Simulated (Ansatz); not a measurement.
A run for Ansatz (a first-principles code): R-MP2/aug-cc-pVTZ on BeFH (SMILES [BeH][F]), atoms moved off the minimum.

Ansatz 0.2 input:
```yaml
crystal:
  periodic: [false, false, false]
  atoms:
    - {symbol: Be, position_ang: [-0.14921077, -0.14348287, -0.84471017]}
    - {symbol: H, position_ang: [-0.05135409, -0.02904938, -2.02612367]}
    - {symbol: F, position_ang: [0.29795734, 0.18110010, 0.63348724]}
basis:
  gaussian:
    orbitals: aug-cc-pVTZ
magnetization: {spin_polarized: false}
correlation: {method: mp2, electrons: outside_noble_gas}
scf: {lower_state_search: off}
output: {forces: true}
```

The head of its log:

```
WARN ansatz: RAYON_NUM_THREADS=1 ignored (pool sized by the plan → 1); use --threads N
Functional definition: HF
these checks for a lower state are left out or cut short: starts, cluster_reference, orbital_swaps, neighbouring_geometries, increment
integrals: 0.07 GiB planned
694 factors; integrals over basis functions are off by at most 1.1e-3 eV
mean field: 0.16 GiB planned
mean field evaluation 1: about -3119.9975 eV, gradient 3.2e1 eV
mean field evaluation 2: about -3119.9975 eV, gradient 3.2e1 eV
mean field evaluation 4: about -3122.2317 eV, gradient 2.0e0 eV
mean field evaluation 8: about -3122.2570 eV, gradient 6.9e-2 eV
mean field -3122.25702575 eV, -114.7408293544 hartree, gradient 2.9e-6 eV, S^2 0.000000; 0 other end points of the search recorded, 0 dependent functions left out
2 core orbitals not correlated
reference -3122.25702575 eV, -114.7408293544 hartree; 5, 5 occupied and 108, 108 virtual orbitals, 694 factors
densities: 0.18 GiB planned
```

Problem. What total energy does the run end on?

Solution. -115.0624 hartree.
